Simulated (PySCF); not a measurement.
C4H10Si2, SMILES C#C[SiH2][SiH2]CC, GFN2-xTB optimised geometry.

```
16

C      1.94    -1.79     0.01
C      0.74    -1.83     0.00
Si    -1.12    -1.83     0.00
Si    -1.94     0.34     0.00
C     -0.56     1.60     0.37
C      0.09     1.38     1.73
H      2.99    -1.76     0.01
H     -1.50    -2.61    -1.18
H     -1.50    -2.62     1.18
H     -2.99     0.52     1.01
H     -2.54     0.71    -1.29
H     -0.97     2.62     0.33
H      0.20     1.55    -0.41
H     -0.64     1.45     2.53
H      0.86     2.13     1.92
H      0.56     0.40     1.77
```

Density from CAM-B3LYP/def2-TZVP run with PySCF at that geometry.

Minimum of the electron density along straight lines between bonded atoms, close to the bond critical point (lines longer than 1.1 times the sum of covalent radii, or with two minima, are not listed):

```csv
bond,length / Å,ρ at the minimum / e bohr⁻³,∇²ρ there / e bohr⁻⁵,position (fraction from the first atom)
C1–C2,1.203,0.427,-1.31,0.52
C2–Si3,1.854,0.114,0.29,0.61
Si3–Si4,2.316,0.100,-0.19,0.62
Si4–C5,1.906,0.118,0.12,0.39
C5–C6,1.524,0.244,-0.60,0.50
C1–H7,1.053,0.299,-1.16,0.66
Si3–H8,1.471,0.124,0.17,0.49
Si3–H9,1.472,0.124,0.17,0.49
Si4–H10,1.473,0.123,0.18,0.49
Si4–H11,1.472,0.123,0.18,0.49
C5–H12,1.092,0.275,-0.93,0.64
C5–H13,1.092,0.276,-0.93,0.64
C6–H14,1.089,0.280,-0.97,0.64
C6–H15,1.089,0.279,-0.96,0.64
C6–H16,1.089,0.281,-0.97,0.64
```
